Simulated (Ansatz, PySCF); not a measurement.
Pair of molecules: CH4O (SMILES CO) (first 6 atoms) with CH4S (SMILES CS); geometry from B3LYP-D3(BJ)/def2-TZVP, rigid monomers moved along the line of their centres of mass till O2···H12 is 2.63 Å.
(charge 0, multiplicity 1):
```xyz
12

C     -0.290    -0.545     0.090
O     -0.200     0.768     0.635
H     -1.268    -0.730    -0.365
H     -0.151    -1.235     0.921
H      0.492    -0.733    -0.652
H     -0.278     1.410    -0.077
C     -1.202     0.003     4.265
S      0.579    -0.356     4.129
H     -1.719    -0.249     3.342
H     -1.586    -0.617     5.073
H     -1.373     1.050     4.510
H      0.792     0.400     3.038
```

Interaction energies are E(AB) − E(A) − E(B) at the monomers' geometry in the complex; basis-set methods are counterpoise corrected. Rows marked so take none.

Rows in 6-31G* carry no dispersion term and start afresh at each structure (6-31G* with six Cartesian d functions). MP2/6-31G* freezes PySCF's default core.

Codes used: Ansatz (a quantum-chemistry and plane-wave program) with Gaussian orbitals; PySCF for 6-31G* rows, the dispersion terms. 

```
level                          interaction energy (kcal/mol)
-----------------------------  -----------------------------
HF/6-31G*                                              -1.31
PBE/def2-TZVPPD                                        -1.99
PBE-D3(BJ)/def2-TZVPPD                                 -3.01
BP86/6-31G* (no counterpoise)                          -2.04
r2SCAN-D3(BJ)/def2-TZVPPD                              -2.82
r2SCAN-D4/def2-TZVPPD                                  -2.77
B3LYP-D4/def2-TZVPPD                                   -2.83
PBE0/def2-TZVPPD                                  (withheld)
MP2/6-31G* (no counterpoise)                      (withheld)
```

### Question
What belongs in the gaps?

### Answer

- PBE0/def2-TZVPPD, interaction energy (kcal/mol): -1.95
- MP2/6-31G* (no counterpoise), interaction energy (kcal/mol): -3.30
